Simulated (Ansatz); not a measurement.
`[F][SnH2][AsH2]` + `BC#N` → `B[AsH2]` + `N#[C][SnH2][F]` at 500 K and 1 bar (redistribution).

Calculated with Ansatz (gas phase, PBE0-D4/def2-TZVP geometries, no zero-point term in ΔE). CCSD(T)/CBS adds triple-zeta CCSD(T) − MP2 to the extrapolated MP2 energy (def2 sets, frozen cores). This one scheme is used for every species. Elements past krypton have def2 core potentials. For As, Sn outer-core shells are correlated without core-valence functions, which leaves a few kJ/mol of doubt a bond. Scalar relativity is left out up to krypton.

```tsv
species	CCSD(T)/CBS energy (Eh)	H − E (kJ/mol)	S (J/(mol·K))
`[F][SnH2][AsH2]`	-2551.25762	121.4	400.8
`BC#N`	-118.71067	98.4	278.3
`B[AsH2]`	-2262.17165	121.3	305.2
`N#[C][SnH2][F]`	-407.77206	98.0	372.8
```

H − E and S are ideal-gas, rigid-rotor, harmonic terms from PBE0-D4/def2-TZVP, for one conformer and one mirror image of each species. 1 Eh = 2625.50 kJ/mol, R = 8.31446 J/(mol·K).

Q: By hand: ΔE, ΔH, ΔS and ΔG.

A: ΔE = (-2262.17165) + (-407.77206) − (-2551.25762) − (-118.71067) = 0.02458 Eh = 64.5 kJ/mol. Δ(H − E) = 121.3 + 98.0 − 121.4 − 98.4 = -0.5, so ΔH = 64.0 kJ/mol. ΔS = 305.2 + 372.8 − 400.8 − 278.3 = -1.1 J/(mol·K). ΔG = 64.0 − 500 × (-1.1)/1000 = 64.5 kJ/mol.

Q: By hand: the equilibrium constant, and the temperature at which ΔG would vanish if ΔH and ΔS stayed fixed.

A: log₁₀ K = −ΔG/(RT ln 10) = -6.7. ΔH and −TΔS have one sign here, so there is no such temperature. One of them is within its doubt of zero, so this could turn.

The number of gas molecules stays the same, so ΔS is small and ΔH decides. A doubt of 5 kJ/mol in ΔE shifts log₁₀ K by 0.5 here. Other conformers and mirror images would add mixing entropy, several J/(mol·K) or more a flexible species. These are equilibria of isolated gas molecules and say nothing of rates. Largest T1 diagnostic: 0.014 (customary marks: 0.02 for closed shells, 0.045 for open ones).
